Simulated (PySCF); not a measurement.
Static response to an electric field

C4H14Si2.
Geometry (GFN2-xTB, Å), atoms numbered from 1 in this order:
```
atom  x, y, z in Å
C1    -1.8644   -1.3749   -0.0765
C2    -1.5766    0.0338    0.4363
C3    -1.9663    1.0632   -0.6214
Si4    0.2436    0.2344    0.9936
C5     1.4382   -0.0427   -0.4564
Si6    3.2760    0.1294   -0.0191
H7    -2.9192   -1.4875   -0.3269
H8    -1.2840   -1.5815   -0.9737
H9    -1.6109   -2.1206    0.6740
H10   -2.2123    0.2030    1.3123
H11   -1.7875    2.0747   -0.2628
H12   -1.3872    0.9153   -1.5309
H13   -3.0216    0.9734   -0.8784
H14    0.5087   -0.7453    2.0569
H15    0.4130    1.5918    1.5315
H16    1.2717   -1.0366   -0.8727
H17    1.2028    0.6622   -1.2542
H18    3.5446    1.4787    0.4802
H19    3.6383   -0.8529    1.0036
H20    4.0881   -0.1072   -1.2188
```

Level: PBE0/def2-SVPD (PySCF), static field, nuclei fixed, core orbitals frozen in the response. The polarisability tensor in these axes (au):

```
x   124.53   1.43   0.98
y     1.43  94.64  -0.03
z     0.98  -0.03  94.23
```

Task: Diagonalise the tensor; give its mean and Δα, where Δα² is half the sum of the squared differences of the eigenvalues.

Result: Principal values 94.18, 94.59 and 124.63 au; mean 104.47 au = 15.48 Å³ = 17.22 × 10⁻⁴⁰ C²·m²/J; Δα = 30.24 au (29 % of the mean).

Task: What is the dipole moment, and where does it point?

Result: (-0.90, -0.18, -0.66) D, 1.13 D in size, pointing from the negative to the positive side. Measured along this direction, the outermost atoms are H18 and H19 at the negative end and H13 and H7 at the positive end.

Task: What molar refraction does this α imply?

Result: Lorentz–Lorenz: R = (4π/3)N_A α = 2.5225 cm³/(mol·Å³) × 15.48 Å³ = 39.0 cm³/mol, in the limit of long wavelengths.

Task: In TDDFT the mean static polarisability is Σ f/ω² over all singlet excitations (ω in hartree). How much of it do the 6 lowest give? Their energies (eV) and oscillator strengths: 7.04, 0.0050; 7.39, 0.0395; 7.85, 0.1058; 7.89, 0.0049; 8.01, 0.1543; 8.21, 0.0005.

Result: They add up to 3.73 au, 3.6 % of the 104.47 au; the largest single term is 1.78 au, from the state at 8.01 eV. Terms in order: 0.07, 0.54, 1.27, 0.06, 1.78, 0.01 au. Higher excitations give the rest. The strengths listed sum to 0.310.

Task: Rayleigh depolarisation ratio (linearly polarised light, static tensor)?

Result: ρ = 3Δα²/(45ᾱ² + 4Δα²) = 2743.8/(491091 + 3658.3) = 0.00555.

Geometry: GFN2-xTB, one conformer, isolated molecule.
